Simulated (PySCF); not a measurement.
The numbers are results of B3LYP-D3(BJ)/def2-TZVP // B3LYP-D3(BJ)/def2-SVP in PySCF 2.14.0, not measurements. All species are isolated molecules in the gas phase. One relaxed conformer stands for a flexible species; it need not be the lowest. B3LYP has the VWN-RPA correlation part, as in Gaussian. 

Reference species (SMILES): `O(C)[Si](OC)(OC)OC` (neutral, multiplicity 1).

```yaml
HOMO: -7.81 eV
HOMO–LUMO gap: 8.57 eV
```

Changed species: `CO[Si]([SiH3])([SiH3])OC` (C–O–Si–Si torsion 79°, Si–Si–O–C torsion 178°) (2 of 4 OCH3 replaced by SiH3; the reference has 0 of 4 OCH3 replaced by SiH3).

What does the change do to the HOMO and HOMO–LUMO gap?

the HOMO rises by 0.91 eV, to -6.90 eV; the HOMO–LUMO gap falls by 2.30 eV, to 6.27 eV.
